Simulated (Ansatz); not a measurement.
Reaction (redistribution): `BC(B)(C)F` + `C[SiH2]S[SiH3]` → `BS[SiH2]C` + `BC(C)(F)[SiH3]`

Computed with Ansatz on PBE0-D4/def2-TZVP structures; ΔE is electronic, products minus reactants. CCSD(T)/CBS adds triple-zeta CCSD(T) − MP2 to the extrapolated MP2 energy (def2 sets, frozen cores). DFT in def2-TZVPP. B3LYP here is the variant with VWN-RPA as its local correlation; programs differ in this. Each species was taken in one conformer, which may not be the lowest.

```json
{"level": "PBE-D4", "ΔE (kJ/mol)": "-17.5", "difference from CCSD(T)/CBS": "1.7"}
{"level": "r2SCAN-D4", "ΔE (kJ/mol)": "-16.8", "difference from CCSD(T)/CBS": "2.4"}
{"level": "ωB97X-V", "ΔE (kJ/mol)": "-16.2", "difference from CCSD(T)/CBS": "3.0"}
{"level": "ωB97M-V", "ΔE (kJ/mol)": "-15.8", "difference from CCSD(T)/CBS": "3.4"}
{"level": "B2PLYP", "ΔE (kJ/mol)": "-22.7", "difference from CCSD(T)/CBS": "-3.5"}
{"level": "r2SCAN", "ΔE (kJ/mol)": "-16.8", "difference from CCSD(T)/CBS": "2.4"}
{"level": "B3LYP", "ΔE (kJ/mol)": "-24.9", "difference from CCSD(T)/CBS": "-5.7"}
{"level": "HF/def2-TZVPP", "ΔE (kJ/mol)": "-27.4", "difference from CCSD(T)/CBS": "-8.2"}
{"level": "MP2/def2-TZVPP", "ΔE (kJ/mol)": "-15.2", "difference from CCSD(T)/CBS": "4.0"}
{"level": "SCS-MP2/def2-TZVPP", "ΔE (kJ/mol)": "-20.9", "difference from CCSD(T)/CBS": "-1.7"}
{"level": "CCSD/def2-TZVPP", "ΔE (kJ/mol)": "-22.4", "difference from CCSD(T)/CBS": "-3.2"}
{"level": "CCSD(T)/def2-TZVPP", "ΔE (kJ/mol)": "-22.7", "difference from CCSD(T)/CBS": "-3.5"}
{"level": "HF/def2-QZVPP", "ΔE (kJ/mol)": "-26.6", "difference from CCSD(T)/CBS": "-7.4"}
{"level": "SCS-MP2/def2-QZVPP", "ΔE (kJ/mol)": "-18.6", "difference from CCSD(T)/CBS": "0.6"}
{"level": "HF/CBS(def2)", "ΔE (kJ/mol)": "-26.5", "difference from CCSD(T)/CBS": "-7.3"}
{"level": "MP2/CBS(def2)", "ΔE (kJ/mol)": "-11.7", "difference from CCSD(T)/CBS": "7.5"}
{"level": "CCSD(T)/CBS", "ΔE (kJ/mol)": "-19.2", "difference from CCSD(T)/CBS": "0"}
```

Largest T1 diagnostic among the species: 0.013.

From PBE to PBE0 (25 % exact exchange), in def2-TZVPP and without D4, ΔE moves by +4.8 kJ/mol. In def2-TZVPP, CCSD(T) changes the Hartree–Fock value by +4.7 kJ/mol (the triples alone add −0.3 kJ/mol) and MP2 by +12.2 kJ/mol.
